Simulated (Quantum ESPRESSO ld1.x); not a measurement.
Results of a calculation; reference values are marked as such.
Q: The mean radii <r> (bohr) of the occupied orbitals of an atom or ion are listed with their occupations. Code: ld1.x of Quantum ESPRESSO 7.5. Model: scalar-relativistic Kohn-Sham, relativistic LDA (MacDonald-Vosko exchange, VWN5 correlation), spin-unpolarised, spherical densities, point nucleus.

orbital  occ.      <r>
1s          2  0.01781
2s          2  0.07517
2p          6  0.06746
3s          2   0.1945
3p          6   0.1950
3d         10   0.1765
4s          2   0.4330
4p          6   0.4604
4d         10   0.4894
5s          2   0.9907
4f         14   0.5518
5p          6    1.125
5d          2    1.426

Name the element and its charge.

A: Z = 76, osmium, charge +6: Os6+ in [Xe] 4f14 5d2. The 1s radius gives Z: for a bare nucleus <r> = (2 gamma + 1)/(2Z) with gamma = sqrt(1 - (Z/c)^2), 0.01753 bohr for Z = 76, and screening makes it slightly larger (0.01781 here). The occupations add up to 70, and the charge is Z minus that.
